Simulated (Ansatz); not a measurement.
H4MgO2Si, SMILES `[OH][Mg][O][SiH3]`, relaxed with RKS PBE0-D4/def2-TZVP in Ansatz 0.2.0 from a PBE-D4/def2-SVP geometry. The force threshold is 0.005 eV/Å; the program also tests the step.

Charge 0, multiplicity 1.

Start:

```xyz
8

O    -0.445    0.531    3.333
Mg   -0.188    0.225    1.587
O    -0.007    0.006   -0.200
Si    0.168   -0.203   -1.829
H    -0.209    0.263    4.228
H     1.606   -0.018   -2.257
H    -0.257   -1.590   -2.255
H    -0.668    0.787   -2.605
```

(1) How much energy does the relaxation release, and in how many steps? (Estimate.)

(2) Which bonds change most? (Estimate.)

(3) Give the relaxed structure. (An estimate is asked.)

Answers

(1) Ansatz gave: 5.51 kJ/mol, in 12 steps, 3 of them rejected.

(2) Ansatz gave: O3–Si4 from 1.652 to 1.611 Å; O1–Mg2 from 1.791 to 1.755 Å; Mg2–O3 from 1.809 to 1.789 Å; Si4–H6 from 1.511 to 1.493 Å.

(3) Computed: 
```xyz
8

O    -0.363    0.436    3.281
Mg   -0.158    0.191    1.555
O     0.010   -0.012   -0.214
Si    0.163   -0.198   -1.807
H    -0.299    0.367    4.223
H     1.579   -0.011   -2.243
H    -0.261   -1.562   -2.240
H    -0.671    0.790   -2.554
```
